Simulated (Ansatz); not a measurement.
Ideal-gas functions of Cl2F2Hf, SMILES `[F][Hf]([F])([Cl])[Cl]` at 400 K and 1 bar, from an Ansatz frequency run at PBE0-D4/def2-TZVP.

Molar mass 287.39 g/mol, point group C2v (symmetry number 2), electronic degeneracy 1, moments of inertia 250.065, 349.76, 422.199 u Å². Harmonic wavenumbers (cm⁻¹, unscaled): 99, 118, 138, 149, 168, 388, 395, 660, 672.

Use S(trans) = R[1.5 ln M + 2.5 ln T − 1.1517]; rotational temperatures θ = 24.2544 K / I; S(rot) = R[ln(√π/σ · √(T³/θAθBθC)) + 1.5]; for each mode x = 1.438777 ν̃/T, S = R[x/(eˣ − 1) − ln(1 − e⁻ˣ)] and H = RT x/(eˣ − 1); 1 cm⁻¹ = 0.0119627 kJ/mol; R = 8.31446 J/(mol·K).

By hand: the entropy, in J/(mol·K).

Translation 185.6. Rotation: θ = 0.097, 0.0693, 0.0574 K, giving 118.9. Vibration, mode by mode: 16.94, 15.50, 14.22, 13.60, 12.63, 6.19, 6.06, 2.84, 2.74, in all 90.7. Electronic 0.0. Sum 395.2 J/(mol·K).

By hand: H − E and G − E in kJ/mol, counted from the electronic energy.

Zero-point energy ½ × 2787 × 0.0119627 = 16.7; thermal vibration 17.6; translation, rotation and pV give 4 RT = 13.3. H − E = 47.6 kJ/mol, and G − E = 47.6 − 400 × 395.2/1000 = -110.5 kJ/mol.

Vibration gives 23 % of the entropy, 60.3 J/(mol·K) of it from the modes under 150 cm⁻¹: soft modes count most, and the harmonic formula is weakest for them.
